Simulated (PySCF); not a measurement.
Compound: BH2(CF3), CH2BF3.
Cartesian coordinates in Å at the PBE0-D3(BJ)/def2-SVP level; atoms count from 1:
```
atom  x, y, z in Å
B1     0.450    0.831    0.157
H2     1.646    0.824    0.262
H3    -0.194    1.845    0.117
C4    -0.307   -0.560   -0.045
F5     0.302   -1.611    0.511
F6    -0.323   -0.757   -1.383
F7    -1.573   -0.572    0.381
```

Theory: PySCF, delta-SCF UKS SCAN, pcX-2 on the ionised atom, pcseg-1 elsewhere, spin-free X2C. Each 1s hole has a ground state of its own, since the core basis sits on the ionised atom alone.

```
ionised atom  basis functions  E(ground) (Eh)  binding energy (eV)
          B1              111      -363.77010              198.222
          C4              111      -363.78731              298.044
          F5              111      -363.82321              694.076
```

Fill in the total energy of each core-ionised state.

With binding energy = E(ionised) − E(ground) and 27.2114 eV a hartree:

```tsv
atom	binding energy (Eh)	E(ionised) (Eh)
B1	7.2845	-356.4856
C4	10.9529	-352.8344
F5	25.5068	-338.3164
```

How much do the ground-state energies differ, and what would follow from using one of them for all holes?

They run from -363.8232 Eh (core basis on F5) to -363.7701 Eh (on B1), 0.0531 Eh or 1.44 eV apart, for one and the same state in different bases and grids. Pairing the ion of B1 with the ground state of F5 would put its binding energy 1.44 eV too high.

Only 1s holes are shown. One atom of each set of topologically equivalent atoms was ionised and stands for the set; in this conformer not all members are related by symmetry, and their own values weren't computed. Geometry: PBE0-D3(BJ)/def2-SVP; no solvent, vibrations or thermal averaging.

The run took 6.1 s of wall time on one thread of an x86-64 server, no GPU, on a shared host.
